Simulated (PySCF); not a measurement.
## Diatomics of Na with group 15

CCSD(T) with double-zeta basis sets in PySCF, for the lowest determinant that a PBE0 search found; no spin–orbit coupling. De refers to high-spin ground-configuration atoms.

```tsv
M	basis	reference, frozen orbitals	state (unpaired electrons)	Re (Å)	ωe (cm⁻¹)	De (eV)
N	6-31G(d,p)	ROHF, 2	triplet (π ↑↑)	2.332	320	0.41
P	x2c-SVPall	ROHF, 6	triplet (π ↑↑)	2.733	248	0.75
As	def2-SVP	ROHF, 10	triplet (π ↑↑)	2.810	211	0.83
Bi	def2-SVP	ROHF, 5	triplet (π ↑↑)	3.063	174	0.79
```

Question: The row for M = Sb is missing. Estimate Re, ωe and De as the mean of the rows for As and Bi, and compare with the calculation.

Answer: The means are 2.937 Å, 192 cm⁻¹ and 0.81 eV. ROHF-CCSD(T) in def2-SVP gives NaSb as a triplet (π ↑↑) with Re = 3.000 Å, ωe = 189 cm⁻¹, De = 0.83 eV, so the estimate is off by -6.3 pm, +2 % and -0.02 eV.

The rows differ in basis set, which adds steps of its own.

Correlated steps freeze the inner cores (2 to 10 orbitals); shallow outer-core shells are correlated. Weak bonds: NaN. Basis-set superposition, not corrected here, can be much of De in a small basis, most of all at correlated wavefunction levels. Spin–orbit coupling is left out, which matters for elements this heavy, above all for dissociation energies. The CCSD T1 diagnostic is raised in NaN, a sign that a single reference may not be enough there. States were picked by a PBE0 search and need not be the measured ground states.
